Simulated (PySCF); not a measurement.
Pd(2+) (palladium, charge +2) across methods

[Kr] 4d7 5s1, high-spin 5F determinant (an excited configuration). Computed with PySCF 2.14 in def2-QZVPPD with the def2 core potential (28 electrons), with a scalar-relativistic core potential.

| method | E (hartree) | mean ε 4d α (eV) | mean ε 4d β (eV) | mean ε 5s α (eV) | Σ⟨r²⟩ (bohr²) | ⟨S²⟩ |
| --- | --- | --- | --- | --- | --- | --- |
| r2SCAN0 | -126.6235 | -34.945 | -32.197 | -23.849 | 30.81 | 6.002 |
| LDA | -126.3291 | -32.347 | -29.916 | -23.174 | 31.04 | 6.000 |
| LC-wPBE | -126.6308 | -37.158 | -34.851 | -26.033 | 30.85 | 6.001 |
| M06 | -126.5964 | -34.351 | -32.111 | -23.402 | 30.86 | 6.001 |
| r2SCAN | -126.6540 | -32.874 | -30.168 | -23.077 | 30.80 | 6.002 |
| PBE0 | -126.6049 | -34.483 | -32.029 | -23.597 | 30.90 | 6.001 |
| UHF | -125.94129 | -40.294 | -37.240 | -25.309 | 31.06 | 6.004 |
| PBE | -126.6114 | -32.239 | -29.956 | -22.826 | 30.96 | 6.001 |
| r2SCANh | -126.6417 | -33.700 | -30.976 | -23.387 | 30.80 | 6.002 |

Energies and moments cover only the electrons outside the core potential.
